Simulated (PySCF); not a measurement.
# Ge2H10SSi2: core ionisation energies

Species: Ge2H10SSi2.
Bonds: Si1–S2, S2–Ge3, Ge3–Ge4, Ge4–Si5. Hydrogens: H6, H7, H8 on Si1; H9, H10 on Ge3; H11, H12 on Ge4; H13, H14, H15 on Si5.

Method used: delta-SCF UKS SCAN, pcX-2 on the ionised atom, pcseg-1 elsewhere, spin-free X2C (PySCF). Vertical ΔSCF values, vacuum level as zero.

Problem. List the computed XPS lines with their assignment.

Solution. 
```csv
atom(s),environment,level,binding energy (eV),2p1/2 (eV),above the level's lowest (eV),count
Si5,SiH3 silicon,Si 2p3/2,106.53,107.16,0.00,1
Si1,SiH3 silicon,Si 2p3/2,107.10,107.73,+0.57,1
Si5,SiH3 silicon,Si 1s,1846.26,–,0.00,1
Si1,SiH3 silicon,Si 1s,1846.92,–,+0.66,1
S2,sulfur bonded to Ge and Si,S 1s,2476.18,–,0.00,1
```

The listed Si 1s values span 0.66 eV, from Si5 (bonded to 3 H and Ge) to Si1 (bonded to S and 3 H). Summing the Pauling electronegativity differences to the bonded atoms, each weighted by its formal bond order, gives +1.01 for the lowest site and +1.58 for the highest.

Lowest listed Si 2p3/2: Si5, bonded to 3 H and Ge. Highest, 0.57 eV above it: Si1, bonded to S and 3 H.

Problem. Give the binding energy of Si 1s of Si1 in hartree and in kJ/mol.

Solution. 1846.92 eV = 67.8731 Eh = 178201 kJ/mol.

Problem. Which effective nuclear charge Zeff reproduces each element's mean 1s value in the hydrogen-like formula E = 13.606 eV × Zeff²?

Solution. Si (Z = 14): mean 1846.6 eV, Zeff = 11.65, Z − Zeff = 2.35; S (Z = 16): mean 2476.2 eV, Zeff = 13.49, Z − Zeff = 2.51. Means run over the listed sites, weighted by atom count.

Not every level is listed. For 2p shells one spin-free hole was relaxed; a mean-field spin–orbit operator and the ground-state splitting of the three 2p orbitals were then diagonalised within the shell. The shell's mean is (2 × 2p3/2 + 2p1/2)/3, and the degeneracies 2j + 1 give areas of 2:1. 2p1/2 minus 2p3/2 (ligand field included): Si 0.62 eV. No level of germanium is listed. Geometry: PBE0-D3(BJ)/def2-SVP, one conformer, isolated molecule.

The values belong to the conformer `[SiH3:1][S:2][GeH2:3][GeH2:4][SiH3:5]`: Si1–S2–Ge3–Ge4 68°, S2–Ge3–Ge4–Si5 30°.
